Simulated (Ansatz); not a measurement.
Geometry optimisation, UKS LDA/def2-SVP in Ansatz.

Input file:

```yaml
crystal:
  periodic: [false, false, false]
  atoms:
    - { symbol: B, position_ang: [-0.2252, -0.1914, 0.1601] }
    - { symbol: "N", position_ang: [1.5565, 0.0807, 0.1173] }
    - { symbol: "N", position_ang: [-0.1033, -1.1183, 1.1185] }
    - { symbol: H, position_ang: [1.2092, -0.8507, 1.0244] }
    - { symbol: C, position_ang: [-1.2186, 0.5972, -0.7627] }
    - { symbol: H, position_ang: [2.0475, -0.1833, -0.7293] }
    - { symbol: H, position_ang: [1.8816, 0.9812, 0.4426] }
    - { symbol: H, position_ang: [-0.7408, -1.7061, 1.6289] }
    - { symbol: H, position_ang: [-2.2498, 0.4704, -0.4399] }
    - { symbol: H, position_ang: [-1.1555, 0.2565, -1.7957] }
    - { symbol: H, position_ang: [-1.0015, 1.6638, -0.7642] }
magnetization:
  spin_polarized: true
basis:
  gaussian: { orbitals: def2-SVP }
hamiltonian:
  xc: lda
relax:
  f_tol: 0.15
  max_steps: 25
  restrain:
    - { distance: [3, 1], at: 1.02, k: 30.0 }
    - { distance: [0, 1], at: 2.85, k: 30.0 }
    - { distance: [3, 2], at: 2.32, k: 30.0 }
```

Launched with:

```bash
$ ansatz run input.yaml --threads 2 --pin off --max-ram 3072MiB --backend cpu --events-out ev --progress --plain --runs-dir out
```

Problem. Where does it end, and by what steps?

Solution. The forces met the threshold. The restraints hold the end off the free minimum. After 8 steps the energy has risen by 0.160 eV (the restraints' own energy left out); B1 moved furthest, 0.64 Å. Parted: B1–N2. Joined: N2–H4.

```
step  energy less start (eV)  largest force component (eV/Å)  accepted
   0                  0.0000                           2.405       yes
   1                  0.6896                           2.831       yes
   2                  0.6448                           1.585       yes
   3                  0.5956                           0.922       yes
   4                  0.3786                           1.589       yes
   5                  0.2953                           0.726       yes
   6                  0.2105                           0.227       yes
   7                  0.1634                           0.177       yes
   8                  0.1597                           0.186       yes
```

```xyz
11
Properties=species:S:1:pos:R:3
B -0.791 -0.428 0.354
N 1.995 0.126 0.101
N -0.647 -1.283 1.259
H 1.477 -0.575 0.642
C -1.111 0.581 -0.749
H 1.716 -0.005 -0.881
H 1.629 1.041 0.396
H -0.653 -1.978 1.993
H -2.206 0.756 -0.795
H -0.791 0.208 -1.744
H -0.617 1.558 -0.576
```

Whether the end is a true minimum wasn't checked by a vibrational analysis.

Run time: 13 s on 2 threads of Arm Neoverse V1, with other jobs on the host, peak memory 0.14 GiB.
